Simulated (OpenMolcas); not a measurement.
# Si2NH6Cl (SMILES N[SiH]([SiH3])Cl): methods side by side

The species is Si2NH6Cl (10 atoms), meant as a singlet with charge 0. SMILES: `N[SiH]([SiH3])Cl`. The shape is that of a PBE0-D4/def2-TZVP optimisation. This is one conformer, not always the lowest.

```xyz
10

N    -0.5004    1.6404   -0.4766
Si   -0.0887    0.0244   -0.8347
Si    0.6780   -1.0308    1.1036
Cl   -1.6696   -1.1358   -1.5384
H    -1.0668    1.8573    0.3279
H    -0.6576    2.3023   -1.2205
H     0.8891    0.0600   -1.9482
H     0.8722   -2.4826    0.8551
H    -0.3361   -0.8538    2.1795
H     1.9629   -0.4326    1.5554
```

Each level gives the energy change with the Si3–H8 bond stretched from 1.486 to 2.228 Å (eV). The values are calculated.

```json
{"level": "HF/6-31G* (spherical functions) (unrestricted)", "kind": "Hartree–Fock", "program": "OpenMolcas", "value (eV)": "2.27", "CPU time (all runs)": "23 s"}
{"level": "SVWN5/6-31G* (spherical functions) (restricted)", "kind": "LDA", "program": "OpenMolcas", "value (eV)": "1.81", "CPU time (all runs)": "51 s"}
{"level": "PBE/6-31G* (spherical functions) (restricted)", "kind": "GGA", "program": "OpenMolcas", "value (eV)": "1.81", "CPU time (all runs)": "69 s"}
{"level": "M06-L/6-31G* (spherical functions) (restricted)", "kind": "meta-GGA", "program": "OpenMolcas", "value (eV)": "2.02", "CPU time (all runs)": "85 s"}
{"level": "B3LYP/6-31G* (spherical functions) (restricted)", "kind": "global hybrid", "program": "OpenMolcas", "value (eV)": "1.95", "CPU time (all runs)": "67 s"}
{"level": "M06-2X/6-31G* (spherical functions) (restricted)", "kind": "hybrid meta-GGA", "program": "OpenMolcas", "value (eV)": "2.08", "CPU time (all runs)": "75 s"}
{"level": "PBE0/6-31G* (spherical functions) (restricted)", "kind": "global hybrid", "program": "OpenMolcas", "value (eV)": "1.99", "CPU time (all runs)": "63 s"}
{"level": "B3LYP/6-31G* (Cartesian functions) (restricted)", "kind": "global hybrid", "program": "OpenMolcas", "value (eV)": "1.95", "CPU time (all runs)": "70 s"}
```

The first shape isn't each level's own minimum. The values span 1.81 to 2.27 eV. Times are those of the runs behind each value, whatever else they computed, on shared processors of several kinds: orders of magnitude only.
